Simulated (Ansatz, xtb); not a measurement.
# C7H6FS+: which of two isomers lies lower

We compare X, `C=C(F)c1cc[s+]cc1`, a singlet, with Y, `C=Cc1cccc(F)[s+]1`, a singlet. Both are isolated ions in the gas phase, relaxed with B3LYP/def2-SVP; the shapes shown needn't be the lowest conformers.

X (Å):

```yaml
atoms:
  - { symbol: C, position_ang: [0.9448, 2.4503, 0.8160] }
  - { symbol: C, position_ang: [0.5954, 1.5165, -0.0845] }
  - { symbol: C, position_ang: [0.2990, 0.1040, 0.1637] }
  - { symbol: C, position_ang: [0.3590, -0.4482, 1.4684] }
  - { symbol: C, position_ang: [0.0895, -1.7672, 1.7521] }
  - { symbol: C, position_ang: [-0.3553, -2.0476, -0.8482] }
  - { symbol: C, position_ang: [-0.0534, -0.7070, -0.9454] }
  - { symbol: F, position_ang: [0.4899, 1.8582, -1.3726] }
  - { symbol: S, position_ang: [-0.3552, -2.9413, 0.5994] }
  - { symbol: H, position_ang: [1.0456, 2.2281, 1.8774] }
  - { symbol: H, position_ang: [1.1371, 3.4727, 0.4831] }
  - { symbol: H, position_ang: [0.6322, 0.1885, 2.3116] }
  - { symbol: H, position_ang: [0.1480, -2.1517, 2.7748] }
  - { symbol: H, position_ang: [-0.6224, -2.6351, -1.7321] }
  - { symbol: H, position_ang: [-0.0889, -0.2471, -1.9344] }
```

Y (Å):

```xyz
15

C     1.2813    2.7470    0.5962
C     1.3008    1.4963    1.0945
C     0.5756    0.3402    0.5837
C     0.6904   -0.9119    1.1929
C     0.0316   -2.0677    0.7660
C    -0.8343   -2.1175   -0.3350
C    -1.0955   -0.9922   -1.0854
F    -1.9014   -1.0320   -2.1118
S    -0.4368    0.5747   -0.8088
H     1.8706    3.5376    1.0671
H     0.6945    3.0376   -0.2812
H     1.9135    1.2805    1.9751
H     1.3463   -0.9781    2.0646
H     0.2009   -2.9924    1.3242
H    -1.3264   -3.0482   -0.6293
```

Problem. Estimate which is lower in electronic energy at CCSD(T)/def2-SVP + ΔMP2/def2-TZVPP, and by roughly how much.

Solution. The CCSD(T)/def2-SVP + ΔMP2/def2-TZVPP calculation puts structure X lower, by 23.7 kJ/mol.

The same difference at several levels:

| level | geometry | E(Y) − E(X) (kJ/mol) | departure from the last row (kJ/mol) | job, with rough time for the two |
| --- | --- | --- | --- | --- |
| GFN2-xTB | GFN2-xTB | +17.6 | −6.1 | optimisation, 0.16 s |
| HF/STO-3G | GFN2-xTB | −5.9 | −29.6 | single point, 0.52 s |
| r2SCAN-D4/def2-SVP | GFN2-xTB | +19.6 | −4.1 | single point, 5.2 s |
| B3LYP/def2-SVP | B3LYP/def2-SVP | +21.3 | −2.3 | optimisation, 39 s |
| HF/def2-SVP | B3LYP/def2-SVP | +23.5 | −0.1 | part of the CCSD(T) run |
| MP2/def2-SVP | B3LYP/def2-SVP | +24.2 | +0.5 | part of the CCSD(T) run |
| CCSD(T)/def2-SVP | B3LYP/def2-SVP | +23.8 | +0.1 | single point |
| CCSD(T)/def2-SVP + ΔMP2/def2-TZVPP | B3LYP/def2-SVP | +23.7 |  | single point, 2.6 min |

As drawn, both hold the same kinds of bond in the same numbers.

HF/STO-3G puts the two in the other order. The largest departure from CCSD(T)/def2-SVP + ΔMP2/def2-TZVPP is that of HF/STO-3G, 29.6 kJ/mol. The last row adds to CCSD(T) the change of the MP2 difference between the two basis sets, here −0.1 kJ/mol.

With thermal terms from frequencies at re-optimised GFN2-xTB minima (ideal gas, soft modes damped towards free rotors, one conformer each, 298.15 K, 1 atm): the zero-point term adds −0.4 kJ/mol; ΔH is +24.0 and ΔG +22.7 kJ/mol.

The correlated steps freeze 13 core orbitals. Run with Ansatz 0.2.0, xtb 6.7.1; the last row on 4 threads of Arm Neoverse V1 on a shared host.
